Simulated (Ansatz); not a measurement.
`[SiH3][CH]1[CH2][SnH2]1`, relaxed with RKS PBE-D4/def2-SVP in Ansatz 0.2.0 from a rough embedded geometry. The force threshold is 0.03 eV/Å; the program also tests the step.

Charge 0, multiplicity 1. Sn takes the def2 core potential.

Start:

```xyz
12

Si   -0.400    1.402    0.691
C     0.592   -0.077    0.363
C     0.893   -0.281   -1.035
Sn   -0.598   -1.708   -0.496
H    -1.111    1.288    2.014
H     0.463    2.644    0.764
H    -1.422    1.643   -0.353
H     1.397   -0.369    1.029
H     1.951   -0.738   -1.230
H     0.576    0.484   -1.767
H    -2.261   -1.146   -0.387
H    -0.080   -3.142    0.406
```

```
         step  energy (eV)  largest force (eV/Å)  largest move (Å)
            1  -15899.7060                 2.545             0.000
            2  -15900.0491                 0.649             0.180
            3  -15900.1434                 0.538             0.100
            4  -15900.2615                 1.825             0.194
            5  -15900.3660                 2.232             0.191
            6  -15900.4890                 1.500             0.102
            7  -15900.5393                 0.702             0.199
            8  -15900.5529                 0.317             0.167
            9  -15900.5718                 0.120             0.069
10 (rejected)  -15900.5693                 0.251             0.042
           11  -15900.5745                 0.024             0.021
```

End:

```xyz
12

Si   -0.477    1.402    0.745
C     0.724    0.049    0.207
C     1.021   -0.265   -1.115
Sn   -0.698   -2.015   -0.809
H    -1.272    1.000    1.951
H     0.342    2.616    1.121
H    -1.367    1.774   -0.407
H     1.319   -0.451    0.992
H     1.898   -0.883   -1.375
H     0.573    0.301   -1.951
H    -1.946   -0.929   -0.133
H    -0.118   -2.598    0.775
```

It took 16 s on 4 threads of an Arm Neoverse V1 on a shared host, with 0.16 GiB of host memory at the peak.
